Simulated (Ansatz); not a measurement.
Reactions of `C[SiH](F)S`.

Calculated with Ansatz (gas phase, PBE0-D4/def2-TZVP geometries, no zero-point term in ΔE). CCSD(T)/CBS adds triple-zeta CCSD(T) − MP2 to the extrapolated MP2 energy (def2 sets, frozen cores). This one scheme is used for every species, atoms too. No spin–orbit coupling; open shells (•) take unrestricted orbitals. Each species was taken in one conformer, which may not be the lowest.

Order these by ΔE at CCSD(T)/CBS, lowest first. (An estimate is asked.)
A. `C[SiH](F)S` + H₂O → `C[SiH](O)S` + H–F
B. `C[SiH](F)S` + CH₃SH → `CS[SiH](F)S` + CH₄
C. `C[SiH](F)S` → H• + `C[SiH](F)[S]`•
D. `C[SiH](F)S` + `[CH3]`• → `C[SiH](F)[S]`• + CH₄
E. `C[SiH](F)S` + CH₃OH → `CO[SiH](F)S` + CH₄

E (-1.12 eV), D (-0.78 eV), B (-0.65 eV), A (+0.41 eV), C (+4.12 eV).

Largest T1 diagnostic: 0.013, for `C[SiH](F)[S]`•.
